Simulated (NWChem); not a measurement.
# C$_{3}$H$_{5}$BO$_{2}$; SMILES C#CCB(O)O

```xyz
11

C      0.3061     2.6048     0.0000
C     -0.3399     1.5773     0.0000
C     -1.0117     0.2911     0.0000
B      0.0168    -0.9289     0.0000
O     -0.4925    -2.1861     0.0000
O      1.3603    -0.7424     0.0000
H      0.8374     3.5385     0.0000
H     -1.6715     0.1930     0.8797
H     -1.6715     0.1930    -0.8797
H      0.2058    -2.8506     0.0000
H      1.5838     0.1986     0.0000
```
Atoms are numbered in this order, from 1.

Computed with NWChem. STO-3G and 3-21G are far too small for this property and stand as cheap habits. Coordinates come from a PBE0/def2-SVP optimisation. GIAO values for the isolated, static molecule; σ is the absolute isotropic shielding, δ = σ(reference) − σ with the isolated reference molecule computed at the same levels (13C: tetramethylsilane, 1H: tetramethylsilane, 17O: water).

For level Hartree-Fock/STO-3G:

```
Item         Value
-----------  -----
δ C1 (ppm)    74.1
δ C2 (ppm)    68.8
δ O5 (ppm)    31.3
δ O6 (ppm)    43.7
δ H7 (ppm)    2.58
δ H8 (ppm)    1.26
δ H11 (ppm)   3.45
```

Q: What are these values for level PBE/pcSseg-1?

A: The δ C1 (ppm) is 70.3 and the δ C2 (ppm) comes out as 85.7. The δ O5 (ppm) comes out as 120.8, the δ O6 (ppm) is 145.3 and the δ H7 (ppm) comes out as 1.64. The δ H8 (ppm) is 1.81. The δ H11 (ppm) is 5.58.
